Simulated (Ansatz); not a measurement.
The input (input.yaml):

```yaml
crystal:
  periodic: [false, false, false]
  atoms:
    - { symbol: Al, position_ang: [-0.611724, 0.17969, -0.143342] }
    - { symbol: Cl, position_ang: [-0.55016, -1.690673, 0.844413] }
    - { symbol: F, position_ang: [-0.839067, 0.176703, -1.766249] }
    - { symbol: F, position_ang: [-1.043552, 1.492716, 0.73882] }
    - { symbol: H, position_ang: [1.673089, -0.469686, 0.379609] }
    - { symbol: F, position_ang: [1.371313, 0.31125, -0.053253] }
basis:
  gaussian: { orbitals: def2-mTZVP }
hamiltonian:
  xc: pbe0
  dispersion: d4
neb:
  order_check: false
  images: 7
  f_tol: 0.03
  max_iterations: 60
  optimiser: lbfgs
  climbing: immediate
  final_atoms:
    - { symbol: Al, position_ang: [-0.31748653, 0.6045523, -0.34278865] }
    - { symbol: Cl, position_ang: [-0.0179642, -1.56082418, 0.81836305] }
    - { symbol: F, position_ang: [-1.02702952, 0.09672185, -1.73392703] }
    - { symbol: F, position_ang: [-1.22908681, 1.40712657, 0.76242924] }
    - { symbol: H, position_ang: [1.27146764, -1.38378977, 0.82793629] }
    - { symbol: F, position_ang: [1.31999843, 0.83621323, -0.33201489] }
  initial_path:
    images:
      - { positions_ang: [[-0.611724, 0.17969, -0.143342], [-0.55016, -1.690673, 0.844413], [-0.839067, 0.176703, -1.766249], [-1.043552, 1.492716, 0.73882], [1.673089, -0.469686, 0.379609], [1.371313, 0.31125, -0.053253]] }
      - { positions_ang: [[-0.59719836, 0.24416953, -0.17616428], [-0.43346041, -1.71745801, 0.87552898], [-0.86563915, 0.19841315, -1.78677159], [-1.08037374, 1.51101491, 0.73324248], [1.563167, -0.53942403, 0.40641412], [1.41340366, 0.30328445, -0.05225171]] }
      - { positions_ang: [[-0.58267272, 0.30864907, -0.20898657], [-0.31676081, -1.74424302, 0.90664496], [-0.89221131, 0.22012331, -1.80729417], [-1.11719548, 1.52931382, 0.72766497], [1.45324499, -0.60916207, 0.43321923], [1.45549433, 0.2953189, -0.05125042]] }
      - { positions_ang: [[-0.56814708, 0.3731286, -0.24180885], [-0.20006122, -1.77102803, 0.93776094], [-0.91878346, 0.24183346, -1.82781676], [-1.15401722, 1.54761273, 0.72208745], [1.34332299, -0.6789001, 0.46002435], [1.49758499, 0.28735335, -0.05024913]] }
      - { positions_ang: [[-0.55362144, 0.43760813, -0.27463113], [-0.08336162, -1.79781305, 0.96887692], [-0.94535562, 0.26354362, -1.84833934], [-1.19083896, 1.56591164, 0.71650993], [1.23340099, -0.74863814, 0.48682946], [1.53967565, 0.2793878, -0.04924784]] }
      - { positions_ang: [[-0.49458771, 0.47934417, -0.29167051], [-0.06701227, -1.73856583, 0.93124845], [-0.9657741, 0.22183817, -1.81973626], [-1.20040092, 1.52621537, 0.72798976], [1.24291765, -0.90742605, 0.57210617], [1.48475635, 0.41859415, -0.11993961]] }
      - { positions_ang: [[-0.43555398, 0.52108021, -0.30870989], [-0.05066291, -1.67931861, 0.89361998], [-0.98619257, 0.18013273, -1.79113318], [-1.20996289, 1.48651911, 0.73946959], [1.25243431, -1.06621395, 0.65738288], [1.42983704, 0.55780051, -0.19063137]] }
      - { positions_ang: [[-0.37652025, 0.56281626, -0.32574927], [-0.03431356, -1.6200714, 0.85599151], [-1.00661105, 0.13842729, -1.76253011], [-1.21952485, 1.44682284, 0.75094942], [1.26195097, -1.22500186, 0.74265958], [1.37491773, 0.69700687, -0.26132313]] }
      - { positions_ang: [[-0.31748653, 0.6045523, -0.34278865], [-0.0179642, -1.56082418, 0.81836305], [-1.02702952, 0.09672185, -1.73392703], [-1.22908681, 1.40712657, 0.76242924], [1.27146764, -1.38378977, 0.82793629], [1.31999843, 0.83621323, -0.33201489]] }
```

Run as:

```bash
$ ansatz run input.yaml --threads 2 --pin off --max-ram 3072MiB --backend cpu --events-out ev --progress --plain --runs-dir out
```

Hardware: 2 threads of Intel(R) Xeon(R) Platinum 8488C (Sapphire Rapids) (shared host).

Q: Roughly how long does this run take, and how much memory?

A: 4.5 min, with a peak of 0.25 GiB, for 21 band iterations.
